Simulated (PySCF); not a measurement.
CH6InN, SMILES C[NH][InH2].

The structure is a stationary point at B3LYP-D3(BJ)/def2-SVP. The def2 effective core potentials stand for the cores of In; spin–orbit coupling is left out.

Method: PySCF with IEF-PCM-M06-2X/def2-SVP.

The values are the electrostatic part of the solvation free energy, E(continuum) − E(gas) at the gas-phase geometry, in a cavity of scaled van der Waals radii (PySCF's table); cavitation and dispersion terms are not included. A continuum can't describe solvent molecules that bind to the metal. In vacuum the orbital gap is 6.88 eV. The dipole moment in vacuum is 0.41 D.

Q: Estimate the values in water (ε = 78.36), dichloromethane (ε = 8.93), tetrahydrofuran (ε = 7.43). (The exact figures need the calculation; the answer reports its results.)

A: 
| solvent | ε | ΔG(elec) (kcal/mol) | dipole (D) | gap (eV) |
|---|---|---|---|---|
| water | 78.36 | -3.4 | 0.43 | 7.13 |
| dichloromethane | 8.93 | -2.8 | 0.42 | 7.09 |
| tetrahydrofuran | 7.43 | -2.7 | 0.42 | 7.08 |
